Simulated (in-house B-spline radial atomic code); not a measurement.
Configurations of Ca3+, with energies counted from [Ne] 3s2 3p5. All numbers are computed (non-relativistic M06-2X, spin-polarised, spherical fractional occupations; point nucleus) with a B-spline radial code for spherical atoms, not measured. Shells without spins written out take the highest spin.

Caution: exact exchange at fractional occupations of open shells leaves self-interaction of up to several eV.

Occupations are held fixed; configurations that lie above the ionisation limit could autoionise.

```json
{"configuration": "[Ne] 3s(0 up, 1 down) 3p6", "E - E(ref) (eV)": "17.942", "highest orbital": "3p up", "its <r> (bohr)": "1.217"}
{"configuration": "[Ne] 3s2 3p(3 up, 1 down) 4p(0 up, 1 down)", "E - E(ref) (eV)": "42.564", "highest orbital": "4p down", "its <r> (bohr)": "3.105"}
{"configuration": "[Ne] 3s2 3p4 4p1", "E - E(ref) (eV)": "42.629", "highest orbital": "4p up", "its <r> (bohr)": "3.078"}
{"configuration": "[Ne] 3s1 3p5 4d1", "E - E(ref) (eV)": "69.652", "highest orbital": "4d up", "its <r> (bohr)": "3.919"}
{"configuration": "[Ne] 3s1 3p5 4f1", "E - E(ref) (eV)": "73.524", "highest orbital": "4f up", "its <r> (bohr)": "4.603"}
{"configuration": "[He] 2s2 2p5 3s2 3p5 4p1", "E - E(ref) (eV)": "382.6", "highest orbital": "4p up", "its <r> (bohr)": "2.993"}
```

Problem. Order these further configurations by energy, lowest first.
A. [He] 2s2 2p(3 up, 2 down) 3s2 3p(3 up, 2 down) 4s(1 up, 0 down)
B. [Ne] 3s2 3p(2 up, 2 down) 3d(0 up, 1 down)
C. [Ne] 3s2 3p4 4s1
D. [Ne] 3s2 3p4 4d1
E. [Ne] 3s2 3p4 3d1

Solution. E (29.817 eV), B (35.581 eV), C (36.42 eV), D (49.246 eV), A (376.34 eV).

Problem. How far above the reference does [He] 2s2 2p5 3s2 3p5 3d1 lie?

Solution. 367.91 eV; its least bound orbital is 3d up with <r> = 1.339 bohr.

Problem. How far above the reference does [Ne] 3s1 3p5 3d1 lie?

Solution. 49.865 eV; its least bound orbital is 3d up with <r> = 1.439 bohr.
